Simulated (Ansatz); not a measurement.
Mulliken charges of C3H5FSi (`FC1([SiH3])C=C1`) from ωB97M-V/def2-TZVPP in Ansatz (PBE0-D4/def2-TZVP geometry).

| atom | x (Å) | y (Å) | z (Å) | charge (e) |
| --- | --- | --- | --- | --- |
| F1 | -1.443 | -0.705 | -0.980 | -0.248 |
| C2 | -0.425 | 0.013 | -0.318 | 0.045 |
| Si3 | 0.669 | -1.199 | 0.613 | 0.163 |
| C4 | -0.776 | 1.385 | 0.080 | -0.127 |
| C5 | -0.017 | 1.270 | -0.962 | -0.127 |
| H6 | -0.129 | -1.946 | 1.619 | -0.022 |
| H7 | 1.290 | -2.162 | -0.332 | -0.022 |
| H8 | 1.732 | -0.420 | 1.300 | -0.029 |
| H9 | -1.337 | 1.996 | 0.766 | 0.183 |
| H10 | 0.520 | 1.716 | -1.783 | 0.183 |

Task: By hand: the dipole of these point charges (1 e Å = 4.8032 D).

Result: Σ q r = (0.323, 0.425, 0.189) e Å, of length 0.566 e Å = 2.72 D.

Task: How does the dipole of the full density compare? (Best estimate.)

Result: The calculation gave: (0.203, 0.417, 0.102) e Å, 2.28 D; the point charges give 1.19 times that, at 13° from its direction.

Point charges leave out the atoms' own dipoles, such as those of lone pairs, and Mulliken's split depends on the basis, so the two needn't agree.
